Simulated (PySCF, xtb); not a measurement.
C₂H₇NSi, SMILES C1[SiH2]CN1.

Harmonic wavenumbers (cm⁻¹) from xtb with GFN2-xTB at its own minimum, in rising order: 140, 429, 442, 514, 604, 694, 700, 732, 764, 814, 863, 1027, 1086, 1101, 1159, 1173, 1240, 1333, 1482, 1486, 2251, 2290, 2858, 2865, 2954, 2956, 3374.

**Question.** What does PBE0-D3(BJ)/def2-SVP (PySCF 2.14.0) give at its own minimum? (Estimate from the structure and the level; the computed values follow.)

**Answer.** 176, 408, 539, 543, 637, 647, 778, 835, 845, 870, 953, 1007, 1099, 1135, 1153, 1176, 1239, 1398, 1455, 1483, 2225, 2243, 2979, 2986, 3107, 3107, 3550. Paired by order, the mean absolute difference is 61 cm⁻¹ and the zero-point energies are 53.4 and 55.1 kcal/mol.
